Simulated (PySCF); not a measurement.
Radial density of Pb (lead, neutral)

UHF, [Xe] 4f14 5d10 6s2 6p1 6d1, one real determinant (an excited configuration). Calculation: PySCF 2.14, in aug-cc-pVTZ-DK3 (9s8p6d3f, 84 functions); the spin-free X2C one-electron Hamiltonian (Gaussian nucleus).

| r (bohr) | 4πr²ρ (e/bohr) | 4πr²(ρα − ρβ) |
| --- | --- | --- |
| 0.0157 | 105.7 | 0.0029 |
| 0.0265 | 108.9 | 0.0065 |
| 0.0445 | 153.5 | 0.0038 |
| 0.0749 | 127.0 | -0.0040 |
| 0.126 | 143.0 | 0.0086 |
| 0.212 | 92.65 | -0.0006 |
| 0.356 | 97.95 | 0.0122 |
| 0.599 | 39.17 | 0.0243 |
| 1.01 | 21.62 | -0.0118 |
| 1.70 | 6.322 | 0.1576 |
| 2.85 | 1.321 | 0.4455 |
| 4.80 | 0.2965 | 0.2649 |
| 8.07 | 0.1308 | 0.1308 |
| 13.6 | 0.0002433 | 0.0002 |

Densities and radii are taken from the X2C orbitals without a picture-change correction, which distorts them close to the nucleus.

⟨L²⟩ = 8.02 against 12 for a pure F term, so this real determinant mixes terms. Spin-orbit coupling, absent here, splits the open shell strongly. The outer electron is Rydberg-like, and this basis confines it to a smaller radius and binds it less than a complete one would.

(1) Where is the radial spin density 4πr²(ρα − ρβ) most negative, and why is it negative at all?

Answers

(1) Around r = 1.01 bohr, down to -0.0118 e/bohr: exchange with the open shell polarises the paired shells in an unrestricted calculation.
